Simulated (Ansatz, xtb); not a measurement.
# Two isomers of C5H10OSi

Structure X: `C[C@@H]1C=CC[SiH2]O1`, a singlet. Structure Y: `CO[SiH]1CC=CC1`, a singlet. Both are isolated molecules in the gas phase, relaxed with r2SCAN-D4/def2-SVP; the shapes shown needn't be the lowest conformers.

X (Å):

```xyz
17

C    -0.8129    1.2298   -1.6343
C    -0.3236    2.1665   -0.5307
C     1.1805    2.1617   -0.4322
C     1.9408    1.9715    0.6612
C     1.4410    1.7228    2.0635
O    -0.9979    1.8574    0.6821
Si   -0.2882    1.0063    1.9324
H    -0.5175    0.1917   -1.4133
H    -1.9098    1.2761   -1.6999
H    -0.3886    1.5107   -2.6110
H    -0.6322    3.1986   -0.7982
H     1.6876    2.3449   -1.3879
H     3.0299    2.0005    0.5239
H     2.1336    1.0586    2.6083
H     1.4181    2.6691    2.6372
H    -1.1416    1.2240    3.1327
H    -0.2061   -0.4606    1.6432
```

Y (Å):

```csv
atom,x (Å),y (Å),z (Å)
C,-2.1890,-0.4070,0.4428
C,1.3104,1.8043,1.3861
C,2.5153,0.9014,1.2626
C,2.5223,-0.0588,0.3184
C,1.3262,-0.2020,-0.5948
O,-1.1232,0.2988,1.0319
Si,0.1014,1.0330,0.1629
H,-1.8442,-1.3175,-0.0843
H,-2.8875,-0.7193,1.2350
H,-2.7490,0.2156,-0.2816
H,-0.5121,1.9634,-0.8394
H,1.5629,2.8552,1.1516
H,0.8994,1.8120,2.4121
H,3.3702,1.0338,1.9377
H,3.3824,-0.7310,0.2052
H,0.9454,-1.2402,-0.6101
H,1.5890,0.0344,-1.6434
```

Q: Estimate which is lower in electronic energy at CCSD(T)/def2-SVP + ΔMP2/def2-TZVPP, and by roughly how much.

A: Not settled: CCSD(T)/def2-SVP + ΔMP2/def2-TZVPP gives E(Y) − E(X) = −1.29 kcal/mol, but this leans on the basis-set step: CCSD(T) alone gives +1.07 kcal/mol.

The same difference at several levels:

```csv
level,geometry,E(Y) − E(X) (kcal/mol),departure from the last row (kcal/mol),"job, with rough time for the two"
GFN2-xTB,GFN2-xTB,+14.30,+15.59,"optimisation, 0.22 s"
HF/STO-3G,GFN2-xTB,−4.63,−3.33,"single point, 0.66 s"
r2SCAN-D4/def2-SVP//GFN2-xTB,GFN2-xTB,−0.68,+0.61,"single point, 7.2 s"
r2SCAN-D4/def2-SVP,r2SCAN-D4/def2-SVP,−0.09,+1.20,"optimisation, 2.3 min"
HF/def2-SVP,r2SCAN-D4/def2-SVP,+0.03,+1.32,part of the CCSD(T) run
MP2/def2-SVP,r2SCAN-D4/def2-SVP,+0.49,+1.78,part of the CCSD(T) run
CCSD(T)/def2-SVP,r2SCAN-D4/def2-SVP,+1.07,+2.36,single point
CCSD(T)/def2-SVP + ΔMP2/def2-TZVPP,r2SCAN-D4/def2-SVP,−1.29,,"single point, 2.4 min"
```

As drawn, Y has 1 C–Si, 1 C–H in place of 1 C–C, 1 Si–H. Structure X has a 6-membered ring, Y a 5-membered ring.

GFN2-xTB, CCSD(T)/def2-SVP put the two in the other order. r2SCAN-D4/def2-SVP, HF/def2-SVP, MP2/def2-SVP find them nearly level. The largest departure from CCSD(T)/def2-SVP + ΔMP2/def2-TZVPP is that of GFN2-xTB, 15.59 kcal/mol. The last row adds to CCSD(T) the change of the MP2 difference between the two basis sets, here −2.36 kcal/mol.

With thermal terms from frequencies at re-optimised GFN2-xTB minima (ideal gas, soft modes damped towards free rotors, one conformer each, 298.15 K, 1 atm): the zero-point term adds +0.55 kcal/mol; ΔH is −0.31 and ΔG −1.68 kcal/mol.

The correlated steps freeze 11 core orbitals. Mirror images aren't counted in ΔG. Programs: Ansatz 0.2.0, xtb 6.7.1; the last row on 4 threads of Arm Neoverse N1 on a shared host.
